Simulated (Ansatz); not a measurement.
Reaction (formal exchange of groups at the Se–C bond): `FC#C[SeH]` + `F[SiH3]` → `F[SiH2][SeH]` + `C#CF`

Program: Ansatz. Geometries: PBE0-D4/def2-TZVP. ΔE: electronic, gas phase. CBS: MP2 limit from def2 TZ/QZ plus the TZ coupled-cluster correction, frozen cores. This one scheme is used for every species. For Se outer-core shells are correlated without core-valence functions, which leaves a few kJ/mol of doubt a bond. Scalar relativity is left out up to krypton. One conformer a species, not always the lowest.

```
       species  HF/def2-SVP energy (Eh)
   `FC#C[SeH]`              -2575.04900
     `F[SiH3]`               -389.99159
`F[SiH2][SeH]`              -2789.57337
        `C#CF`               -175.50760
```

Problem. Work out ΔE.

Solution. ΔE = (-2789.57337) + (-175.50760) − (-2575.04900) − (-389.99159) = -0.04038 Eh = -1.10 eV. CCSD(T)/CBS gives -1.21 eV.

Problem. What do rigid-rotor, harmonic-oscillator terms from PBE0-D4/def2-TZVP frequencies (298.15 K, 1 bar) make of the CCSD(T)/CBS value? (Estimate.)

Solution. Computed: ΔZPE = +0.06 eV, ΔH = -1.15 eV, ΔS = -5 J/(mol·K), ΔG = -1.14 eV.

Largest T1 diagnostic among the species: 0.013.

From PBE to PBE0 (25 % exact exchange), in def2-TZVPP and without D4, ΔE moves by −0.03 eV. Leaving LDA and LC-ωPBE aside and taking each functional with its dispersion term where it has one, the values, not all of them listed here, spread over 0.11 eV, from r2SCAN0-D4 to BLYP-D4.
